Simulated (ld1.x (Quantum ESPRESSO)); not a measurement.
# rubidium (Rb), PAW: configuration errors across variants

- Element: rubidium
- Generator: ld1.x (Quantum ESPRESSO) 7.5
- Type: PAW
- Functional: LDA (PZ)
- Relativity: fully relativistic
- Frozen core: [Ar] 3d10
- Valence charge: 9
- Reference configuration: 4s2 4p6 4d0 5s0 5p0 (charge +1)
- Partial waves: 4s (bound): rcut 1.95, rcutus 2.20 bohr; 5s (bound, empty): rcut 1.95, rcutus 2.20 bohr; 4p (bound): rcut 2.25, rcutus 2.65 bohr; 5p (bound, empty): rcut 2.25, rcutus 2.65 bohr; 4d (bound, empty): rcut 2.40, rcutus 3.25 bohr; 4d channel at 0.9 Ry: rcut 2.40, rcutus 3.25 bohr
- Local potential: all-electron potential smoothed inside 2.00 bohr (lloc = -1)
- Core correction: Bessel-smoothed model core inside 2.00 bohr
- Augmentation charge: PSQ, inside the norm-conserving radii

Open shells are filled in proportion to 2j + 1 (rel_dist='average').

All-electron excitation energies from the reference (eV): (1) 4s2 4p6 4d0 5s1 5p0 -4.277; (2) 4s2 4p6 4d0 5s0.5 5p0 -2.618; (3) 4s2 4p6 4d0 5s0 5p1 -2.657; (4) 4s2 4p6 4d0.5 5s0.5 5p0 -3.120; (5) 4s1 4p6 4d0 5s1 5p0 33.551; (6) 4s2 4p6 4d1 5s0 5p0 -1.961; (7) 4s2 4p5 4d0 5s1 5p0 16.972.

1 further variants failed, have other tests or too few solved ones, and are left out.

Errors AE − PS in meV (a dash: test not solved or not reliable):

| change | (1) | (2) | (3) | (4) | (5) | (6) | (7) | bound ghosts |
| --- | --- | --- | --- | --- | --- | --- | --- | --- |
| base | +0.1 | 0.0 | +0.1 | -12 | +47 | -24 | +6.7 | not determined |
| core correction a·sin(br)/r model core, default radius (ld1.x builds one for every PAW set, though the input has nlcc=.false.) | 0.0 | 0.0 | +0.1 | -12 | +48 | -25 | +6.8 | not determined |
| wave 4d channel at 0.9 Ry: rcut 2.40, rcutus 3.25 bohr becomes 4d channel at -0.12 Ry: rcut 2.40, rcutus 3.25 bohr | +0.1 | 0.0 | +0.1 | 0.0 | +47 | 0.0 | +6.7 | not determined |
| waves 4s (bound): rcut 1.95, rcutus 2.18 bohr; 5s (bound): rcut 1.95, rcutus 2.18 bohr | +0.1 | 0.0 | +0.1 | -12 | +47 | -24 | +6.7 | not determined |
| waves 4p (bound): rcut 2.25, rcutus 2.42 bohr; 5p (bound): rcut 2.25, rcutus 2.42 bohr | 0.0 | 0.0 | +0.1 | -12 | +35 | -26 | +11 | not determined |

Q: Give the same row for: local potential all-electron potential smoothed inside 1.94 bohr (lloc = -1).

A: 0.0, 0.0, +0.1, –, –, –, –; bound ghosts: not determined.
